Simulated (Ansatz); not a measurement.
Reaction (ligand exchange at the Si–C bond): `F/C=[C](/[AlH2])[SiH3]` + `[OH][Ga]([OH])[Cl]` → `[OH][Ga]([Cl])[O][SiH3]` + `F/C=[CH]/[AlH2]`

Isolated molecules relaxed with PBE0-D4/def2-TZVP in Ansatz; ΔE leaves out vibrations. CCSD(T)/CBS adds triple-zeta CCSD(T) − MP2 to the extrapolated MP2 energy (def2 sets, frozen cores). Double bonds are as drawn, so ΔE can hold a change between cis and trans. Functionals use def2-TZVPP. B3LYP here is the variant with VWN-RPA as its local correlation; programs differ in this. For Ga outer-core shells are correlated without core-valence functions, which leaves a few kJ/mol of doubt a bond. Scalar relativity is left out up to krypton. One conformer a species, not always the lowest.

CCSD(T)/CBS gives -87.0 kJ/mol.

Another level gave -89.1 kJ/mol. Which?
A. B3LYP-D4/def2-TZVPP
B. HF/def2-TZVPP
C. PBE-D4/def2-TZVPP
D. r2SCAN-D4/def2-TZVPP

A. B3LYP-D4 -89.1, r2SCAN-D4 -83.4, PBE-D4 -71.1, HF/def2-TZVPP -114.6 kJ/mol.

Largest T1 diagnostic among the species: 0.013.

In def2-TZVPP, CCSD(T) changes the Hartree–Fock value by +26.5 kJ/mol (the triples alone add +4.6 kJ/mol) and MP2 by +28.2 kJ/mol. From PBE to PBE0 (25 % exact exchange), in def2-TZVPP and without D4, ΔE moves by −6.9 kJ/mol.

CCSD(T)/CBS has its own doubt, a few kJ/mol and more with outer-core shells, so smaller differences from it don't rank the levels.
